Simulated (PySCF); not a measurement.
A species of formula C5H13ClSSi2 has this rotational fingerprint, computed with PBE0/pcSseg-1 in PySCF (dipole) on a GFN2-xTB geometry, gas phase:

| Quantity | Value |
| --- | --- |
| Rotational constants | A = 1962, B = 318.0, C = 294.4 MHz |
| Dipole components | \|μa\| = 1.14 D, \|μb\| = 2.26 D, \|μc\| = 0.24 D |
| Inertial defect | -130.04 u·Å² |
| κ | -0.97 |

Question: Which candidate fits, each taken in the one conformer that was computed?
A. `[CH3:1][C:2](=[S:3])[C@H:4]([Cl:5])[SiH2:6][CH2:7][CH2:8][SiH3:9]` with C1–C2–C4–Cl5 27°, C2–C4–Si6–C7 -62°, C4–Si6–C7–C8 173°, Si6–C7–C8–Si9 180°
B. `[CH3:1][CH:2]([CH3:3])/[C:4]([SiH3:5])=[CH:6]/[S:7][SiH2:8][Cl:9]` with C1–C2–C4–Si5 60°, C4–C6–S7–Si8 157°, C6–S7–Si8–Cl9 178°
C. `[CH3:1][SiH2:2][CH2:3][S:4][Si@@H:5]([Cl:6])[CH:7]1[CH2:8][CH2:9]1` with C1–Si2–C3–S4 55°, Si2–C3–S4–Si5 78°, C3–S4–Si5–Cl6 38°, S4–Si5–C7–C8 105°

Answer: B. It is CC(C)/C([SiH3])=C/S[SiH2]Cl, a near-prolate asymmetric top, point group C1. The candidates at the same level (rigid rotor, commonest isotopes):

```tsv
SMILES	A (MHz)	B (MHz)	C (MHz)	μa (D)	μb (D)	μc (D)	Δ (u·Å²)	point group	rotor
C[SiH2]CS[Si@@H](Cl)C1CC1	1371	453.4	391.4	0.23	0.96	0.47	-192.03	C1	asymmetric top
CC(C)/C([SiH3])=C/S[SiH2]Cl	1962	318.0	294.4	1.14	2.26	0.24	-130.04	C1	near-prolate asymmetric top
CC(=S)[C@H](Cl)[SiH2]CC[SiH3]	1261	386.4	317.9	0.67	1.29	0.89	-119.06	C1	asymmetric top
```

`CC(=S)[C@H](Cl)[SiH2]CC[SiH3]` has A 36 % too low; `C[SiH2]CS[Si@@H](Cl)C1CC1` has B 43 % too high. No structure here is proved a minimum.
